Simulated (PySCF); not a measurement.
Species: C6H8BNO2.
SMILES with atom numbers: `[CH3:1][c:2]1[cH:3][cH:4][c:5]([B:6]([OH:7])[OH:8])[n:9][cH:10]1` (hydrogens: H11, H12, H13 on C1; H14 on C3; H15 on C4; H16 on O7; H17 on O8; H18 on C10)

Computed with PySCF at PBE0/pcSseg-1 and CAM-B3LYP/def2-SVPD, non-relativistic, on one gas-phase PBE0-D3(BJ)/def2-SVP geometry that isn't relaxed in the solvent. The solvent is an IEF-PCM continuum (van der Waals radii × 1.2). The model holds no explicit solvent molecules, cavitation or dispersion.

Gas phase at PBE0/pcSseg-1: HOMO -7.46 eV, LUMO -1.16 eV, dipole 2.64 D.

**Question.** What does the continuum do to the energy, the frontier levels and the dipole at PBE0/pcSseg-1 in cyclohexane and acetone?

**Answer.** 
```
    solvent      ε  E(solvent) − E(gas) (kcal/mol)  polarisation term (kcal/mol)  distortion of the solute (kcal/mol)  HOMO (eV)  LUMO (eV)  dipole (D)
cyclohexane  2.017                           -2.93                         -3.06                                 0.13      -7.43      -1.15        3.00
    acetone  20.49                           -7.05                         -7.82                                 0.77      -7.43      -1.18        3.50
```

Polarisation term: ½ Σ q·V over the induced surface charges. Distortion: the rise of the solute's own energy as its density leaves the gas-phase optimum. From cyclohexane to acetone the lowering changes by a factor 2.40, Onsager's factor (ε − 1)/(2ε + 1) by 2.30 and ε itself by 10.2.

**Question.** Which radius a makes the point-dipole formula ΔE = −[(ε − 1)/(2ε + 1)]·μ²/a³ give the value in acetone, with the gas-phase dipole?

**Answer.** μ = 1.040 au and |ΔE| = 0.01124 Eh give a = 1.88 Å; the farthest nucleus lies 4.54 Å from the centroid of the nuclei, so such a sphere wouldn't even hold the nuclei. The formula assumes a rigid point dipole at the centre of a sphere.

**Question.** Which Hirshfeld charges (PBE0/pcSseg-1) respond most in acetone (means over atoms taken as equivalent)?

**Answer.** 
```json
{"atoms": "N9", "environment": "pyridine-type nitrogen", "gas (e)": "-0.139", "solvent (e)": "-0.154", "change": "-0.015"}
{"atoms": "H14", "environment": "aromatic hydrogen", "gas (e)": "+0.055", "solvent (e)": "+0.067", "change": "+0.012"}
{"atoms": "C5", "environment": "substituted aromatic carbon", "gas (e)": "-0.022", "solvent (e)": "-0.033", "change": "-0.011"}
{"atoms": "O7/O8", "environment": "boron-bound oxygen", "gas (e)": "-0.264", "solvent (e)": "-0.274", "change": "-0.010"}
{"atoms": "H18", "environment": "aromatic hydrogen", "gas (e)": "+0.048", "solvent (e)": "+0.055", "change": "+0.007"}
{"atoms": "H16/H17", "environment": "hydroxyl hydrogen", "gas (e)": "+0.162", "solvent (e)": "+0.168", "change": "+0.006"}
{"atoms": "H11/H12/H13", "environment": "methyl hydrogen", "gas (e)": "+0.049", "solvent (e)": "+0.055", "change": "+0.006"}
{"atoms": "B6", "environment": "three-coordinate boron", "gas (e)": "+0.227", "solvent (e)": "+0.222", "change": "-0.005"}
```

**Question.** Which Mayer bond orders change most in acetone?

**Answer.** 
```json
{"bond": "O8–H17", "length (Å)": "0.963", "gas": "0.923", "solvent": "0.908", "change": "-0.015"}
{"bond": "B6–O8", "length (Å)": "1.358", "gas": "1.240", "solvent": "1.251", "change": "+0.011"}
{"bond": "B6–O7", "length (Å)": "1.353", "gas": "1.286", "solvent": "1.276", "change": "-0.010"}
{"bond": "C5–B6", "length (Å)": "1.579", "gas": "0.879", "solvent": "0.888", "change": "+0.009"}
{"bond": "N9–C10", "length (Å)": "1.325", "gas": "1.517", "solvent": "1.508", "change": "-0.009"}
{"bond": "C5–N9", "length (Å)": "1.346", "gas": "1.324", "solvent": "1.316", "change": "-0.008"}
{"bond": "O7–H16", "length (Å)": "0.976", "gas": "0.897", "solvent": "0.890", "change": "-0.007"}
{"bond": "C1–H11", "length (Å)": "1.100", "gas": "0.952", "solvent": "0.947", "change": "-0.005"}
```

Gas phase at CAM-B3LYP/def2-SVPD: HOMO -8.66 eV, LUMO -0.16 eV, dipole 2.80 D.

**Question.** What does the continuum do to the energy, the frontier levels and the dipole at CAM-B3LYP/def2-SVPD in acetone?

**Answer.** 
| solvent | ε | E(solvent) − E(gas) (kcal/mol) | polarisation term (kcal/mol) | distortion of the solute (kcal/mol) | HOMO (eV) | LUMO (eV) | dipole (D) |
| --- | --- | --- | --- | --- | --- | --- | --- |
| acetone | 20.49 | -6.91 | -7.76 | 0.85 | -8.59 | -0.13 | 3.71 |

**Question.** How does the static polarisability (CAM-B3LYP/def2-SVPD, frozen core, with the continuum's full static response) change?

**Answer.** 
| medium | isotropic (au) | principal values (au) | ⟨r²⟩ of the electrons (bohr²) |
| --- | --- | --- | --- |
| gas | 97.6 | 60.3, 98.9, 133.6 | 1707.1 |
| acetone | 131.0 | 81.9, 139.9, 171.1 | 1705.2 |

The isotropic value in acetone is 1.34 times the gas-phase one; no cavity-field correction is applied. ⟨r²⟩ is taken about the centre of nuclear charge.

Conformer computed: `[CH3:1][c:2]1[cH:3][cH:4][c:5]([B:6]([OH:7])[OH:8])[n:9][cH:10]1`: C4–C5–B6–O7 180°, H–O7–B6–C5 0°, H–O8–B6–C5 180°.
